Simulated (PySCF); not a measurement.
A structure optimised at B3LYP-D3(BJ)/def2-SVP, used in a PySCF frequency run:

```
C
C 1 1.3374
O 1 1.3767 2 125.54
O 1 1.3771 2 125.84 3 180.00
C 3 1.3777 1 106.61 2 180.00
C 5 1.3354 3 109.14 1 0.00
H 6 1.0850 5 133.40 3 180.00
H 5 1.0851 6 133.30 7 0.00
H 2 1.0916 1 116.04 3 0.00
C 2 1.4996 9 120.04 1 180.00
H 10 1.0997 2 111.31 9 180.00
H 10 1.1045 11 107.65 2 122.69
H 10 1.1045 11 107.65 12 114.62
```

**Question.** Write its SMILES, formula and point group.

**Answer.** CC=C1OC=CO1, C5H6O2, Cs

**Question.** What are its rotational constants (standard atomic weights)?

**Answer.** 7.5328, 2.0259, 1.6126 GHz
